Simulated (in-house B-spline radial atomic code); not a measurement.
A fraction x of an electron is moved 3p → 4f in Sr VI (Sr5+), starting from [Ar] 3d10 4s2 4p3 and keeping the highest spin. Method: scalar-relativistic (X2C) BHandHLYP, spin-polarised, spherical fractional occupations, Fermi nucleus of rms radius 4.224 fm. Calculated with a radial B-spline atomic code at the basis-set limit.

Caution: exact exchange at fractional occupations of open shells leaves self-interaction of up to several eV.

```json
{"x": "0", "E(x) - E(0) (eV)": "0.0000", "3p down level (eV)": "-340.442", "4f up level (eV)": "-"}
{"x": "0.125", "E(x) - E(0) (eV)": "39.4689", "3p down level (eV)": "-342.337", "4f up level (eV)": "-25.846"}
{"x": "0.25", "E(x) - E(0) (eV)": "?", "3p down level (eV)": "?", "4f up level (eV)": "?"}
{"x": "0.375", "E(x) - E(0) (eV)": "118.9547", "3p down level (eV)": "-346.051", "4f up level (eV)": "-26.673"}
{"x": "0.5", "E(x) - E(0) (eV)": "158.9652", "3p down level (eV)": "-347.867", "4f up level (eV)": "-27.082"}
{"x": "0.625", "E(x) - E(0) (eV)": "?", "3p down level (eV)": "?", "4f up level (eV)": "?"}
{"x": "0.75", "E(x) - E(0) (eV)": "239.5054", "3p down level (eV)": "-351.411", "4f up level (eV)": "-27.891"}
{"x": "0.875", "E(x) - E(0) (eV)": "280.0286", "3p down level (eV)": "-353.139", "4f up level (eV)": "-28.291"}
{"x": "1", "E(x) - E(0) (eV)": "320.7162", "3p down level (eV)": "-354.837", "4f up level (eV)": "-28.689"}
```

**Question.** What belongs in the row x = 0.25?

**Answer.** An energy change of 79.1216 eV; 3p down at -344.208 eV, 4f up at -26.260 eV.

**Question.** What belongs in the row x = 0.625?

**Answer.** An energy change of 199.1498 eV; 3p down at -349.654 eV, 4f up at -27.488 eV.

**Question.** Check Janak's theorem between x = 0.375 and 0.5.

**Answer.** The slope of the energy is 320.08 eV; the orbital levels give 320.08 eV (ε of the receiving orbital less ε of the emptying one, averaged over the two points).
